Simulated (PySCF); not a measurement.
HMnN, broken-symmetry Ms = 3/2: data card

Method: PySCF, UPBE0, basis Mn def2-TZVP, N def2-TZVP, H def2-TZVP (no relativity, density fitting).

The structure is a minimum.

```json
{
  "Point group": "Cs",
  "Bond lengths": "Mn–H 1.633 Å, Mn–N 1.633 Å",
  "Bond angles": "H–Mn–N 119.4°",
  "Dipole moment": "3.04 D",
  "Rotational constants": "8.771, 0.5417, 0.5102 cm⁻¹",
  "Entropy at 298.15 K and 1 bar (electronic part: spin only)": "260.6 J/(mol K)",
  "Highest occupied level (α)": "-6.30 eV",
  "Enthalpy at 298.15 K above 0 K": "11.34 kJ/mol",
  "Heat capacity Cp at 298.15 K": "44.3 J/(mol K)",
  "Spin squared ⟨S²⟩": "4.665",
  "Lowest empty level (α)": "-2.87 eV",
  "Principal quadrupole moments (Buckingham, traceless) about the centre of mass": "-5.74, 0.98, 4.75 D Å",
  "Principal polarisabilities": "29.7, 37.3, 53.1 bohr³",
  "Zero-point energy": "16.0 kJ/mol",
  "Rotational symmetry number": "1",
  "Atomisation energy without zero-point energy": "442 kJ/mol"
}
```

Harmonic modes (masses in u: Mn 54.938, N 14.003, H 1.008):
```json
{"symmetry": "a'", "ω (cm⁻¹)": "322", "IR (km/mol)": "69.5"}
{"symmetry": "a'", "ω (cm⁻¹)": "625", "IR (km/mol)": "92.0"}
{"symmetry": "a'", "ω (cm⁻¹)": "1736", "IR (km/mol)": "202"}
```

Charges (e):
```csv
atom,Mulliken,Löwdin,polar tensor,spin (Mulliken),Mayer order to Mn1
Mn1,0.63,0.39,0.71,4.35,–
N2,-0.44,-0.22,-0.36,-1.25,1.95
H3,-0.19,-0.17,-0.35,-0.10,0.86
```

Mulliken populations on Mn1: s 6.70, p 12.35, d 5.32, f 0.00.

The determinant is spin-contaminated (⟨S²⟩ = 4.67, pure value 3.75). Other isomers or separated fragments may lie lower. Other spin states or occupations of the open shell can lie lower.

The final relaxation and frequency run took of the order of 3 core-minutes on a shared host.
